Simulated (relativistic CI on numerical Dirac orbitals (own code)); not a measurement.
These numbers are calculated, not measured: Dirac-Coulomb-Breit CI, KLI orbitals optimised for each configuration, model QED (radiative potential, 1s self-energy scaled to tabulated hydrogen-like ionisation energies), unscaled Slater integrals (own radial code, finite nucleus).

The strongest absorption lines from the ground level of an ion, among the configurations computed and to levels below about 211 eV (vacuum wavelength in Å, gf): 61.043 (0.73), 68.410 (1.2), 69.520 (0.62), 69.668 (0.64), 69.740 (1.7), 70.116 (1.8), 73.315 (1.3), 270.52 (0.6).

(1) Which ion is it?
A. Ne2+
B. Si6+
C. Ar10+
D. Mg4+

Results:

(1) B. Si6+ has 8 electrons and the ground level 2s2.2p4 3P_2; the strongest line goes to 2s2.2p3.3d 3D°_3. The pattern of lines fixes the number of electrons, and along that sequence the line energies rise steadily with the charge (about as its square where n changes within one kind of shell, about linearly where n is kept but much faster in heavy ions where fine structure, which grows about as Z⁴, sets the gap, and irregularly where shells cross), which fixes Z. Configurations outside the model, such as inner-shell arrays, can give stronger lines. At this charge configurations can still be misplaced by up to about 7 % of their energy. 37 of the 37 excited levels that our extract of the measured tables holds in this range could be paired (the sources list more); they are missed by 5548 cm⁻¹ on average and 31733 at most, and levels without a partner can miss by more.
